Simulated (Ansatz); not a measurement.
C6H5BF6O3 (`C[B-]1(O)OC(C(F)(F)F)=CC(C(F)(F)F)=[O+]1`) at its PBE0-D4/def2-TZVP geometry, where that method's forces vanish. Total charge 0; spin multiplicity 1.

```
atom   x (Å)   y (Å)   z (Å)
  C1  -0.240   0.116  -2.463
  B2  -0.828  -0.676  -1.229
  O3  -1.790  -1.632  -1.501
  O4  -1.398   0.365  -0.173
  C5  -0.666   0.901   0.700
  C6  -1.345   2.033   1.475
  F7  -2.356   1.545   2.189
  F8  -0.493   2.628   2.307
  F9  -1.818   2.945   0.637
 C10   0.619   0.490   1.021
 C11   1.009  -0.716   0.461
 C12   2.258  -1.447   0.961
 F13   3.050  -1.754  -0.058
 F14   1.905  -2.570   1.579
 F15   2.948  -0.696   1.817
 O16   0.370  -1.341  -0.425
 H17   0.516   0.856  -2.183
 H18   0.221  -0.578  -3.171
 H19  -1.040   0.640  -2.991
 H20  -2.125  -2.092  -0.729
 H21   1.203   0.983   1.778
```

(1) For each bond, give half the difference of the two atoms' forces along it (eV/Å; positive pushes the atoms apart) under PBE-D4, r2SCAN-D4, B3LYP-D4, ωB97M-V in def2-TZVPP. (An estimate is asked.)

## Answers

(1) Ansatz gave: 
```csv
bond,length (Å),PBE-D4,r2SCAN-D4,B3LYP-D4,ωB97M-V
C1–B2,1.579,-0.10,-0.07,-0.02,-0.05
C1–H19,1.093,0.12,0.00,-0.04,-0.06
B2–O3,1.383,0.22,0.06,0.05,0.14
B2–O4,1.589,-0.14,-0.01,0.03,0.07
B2–O16,1.589,-0.14,-0.01,0.03,0.07
O4–C5,1.258,0.80,0.42,0.23,0.07
C5–C10,1.386,-0.08,-0.02,-0.01,-0.01
C6–F7,1.330,0.63,0.29,0.29,0.14
C6–F8,1.331,0.59,0.26,0.29,0.16
C6–F9,1.326,0.64,0.28,0.29,0.13
C10–C11,1.386,-0.08,-0.03,-0.01,-0.01
C10–H21,1.076,0.03,-0.09,-0.12,-0.13
C11–O16,1.258,0.81,0.42,0.24,0.07
C12–F14,1.330,0.63,0.29,0.29,0.14
```

B3LYP here is the variant with VWN-RPA as its local correlation; programs differ in this.
